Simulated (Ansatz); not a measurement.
`O[SiH](F)F` → H–F + `O[Si]F` at 600 K and 1 bar (silylene formation by 1,1-elimination).

Program: Ansatz. Geometries: PBE0-D4/def2-TZVP. ΔE: electronic, gas phase. CBS: MP2 limit from def2 TZ/QZ plus the TZ coupled-cluster correction, frozen cores. This one scheme is used for every species. Each species was taken in one conformer, which may not be the lowest.

```tsv
species	CCSD(T)/CBS energy (Eh)	H − E (kJ/mol)	S (J/(mol·K))
`O[SiH](F)F`	-565.23707	118.9	358.9
H–F	-100.39570	42.3	194.0
`O[Si]F`	-464.72778	73.4	309.1
```

H − E and S are ideal-gas, rigid-rotor, harmonic terms from PBE0-D4/def2-TZVP, for one conformer and one mirror image of each species. 1 Eh = 2625.50 kJ/mol, R = 8.31446 J/(mol·K).

**Question.** By hand: ΔE, ΔH, ΔS and ΔG.

**Answer.** ΔE = (-100.39570) + (-464.72778) − (-565.23707) = 0.11359 Eh = 298.2 kJ/mol. Δ(H − E) = 42.3 + 73.4 − 118.9 = -3.2, so ΔH = 295.0 kJ/mol. ΔS = 194.0 + 309.1 − 358.9 = 144.2 J/(mol·K). ΔG = 295.0 − 600 × (144.2)/1000 = 208.5 kJ/mol.

**Question.** By hand: the equilibrium constant, and the temperature at which ΔG would vanish if ΔH and ΔS stayed fixed.

**Answer.** log₁₀ K = −ΔG/(RT ln 10) = -18.2. ΔG = 0 at ΔH/ΔS = 2046 K.

The number of gas molecules changes by +1, which sets the sign of ΔS. A doubt of 5 kJ/mol in ΔE shifts log₁₀ K by 0.4 here. Other conformers and mirror images would add mixing entropy, several J/(mol·K) or more a flexible species. These are equilibria of isolated gas molecules and say nothing of rates. Largest T1 diagnostic: 0.015 (customary marks: 0.02 for closed shells, 0.045 for open ones).
